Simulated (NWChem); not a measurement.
System: CH5GaS2; SMILES [CH3][Ga]([SH])[SH]

The following NWChem deck was run.

```
start job
memory heap 200 mb stack 900 mb global 1100 mb
geometry units angstroms noautosym nocenter noautoz
  Ga     0.334424     0.004721    -0.002256
  C      2.289199     0.002218     0.002842
  H      2.667146    -0.492873    -0.904452
  H      2.661131    -0.558324     0.873908
  H      2.688694     1.025219     0.042253
  S     -0.778245    -1.905777    -0.106777
  H     -2.008442    -1.350010    -0.078036
  S     -0.789992     1.907471     0.097067
  H     -2.018188     1.347395     0.064415
end
basis spherical
  * library 6-31g*
end
dft
  xc b3lyp
  iterations 150
end
property
  shielding
end
task dft property
```

The geometry was optimised at PBE0/def2-SVP. B3LYP is NWChem's, with the RPA form of VWN correlation.

GIAO values for the isolated, static molecule; σ is the absolute isotropic shielding, δ = σ(reference) − σ with the isolated reference molecule computed at the same levels (13C: tetramethylsilane, 1H: tetramethylsilane).

Atoms are numbered as in the input.

### Question
Predict the main results of this run. (B3LYP/6-31G* (spherical d), GIAO.) Quantities: σ Ga1 (ppm); δ C2 (ppm); δ H3 (rotor mean) (ppm); σ S6 (ppm); δ H7 (ppm); σ S8 (ppm); δ H9 (ppm).

### Answer
- σ Ga1 (ppm) = 1379.2
- δ C2 (ppm) = 2.1
- δ H3 (rotor mean) (ppm) = 0.44
- σ S6 (ppm) = 612.1
- δ H7 (ppm) = 0.58
- σ S8 (ppm) = 607.2
- δ H9 (ppm) = 0.63
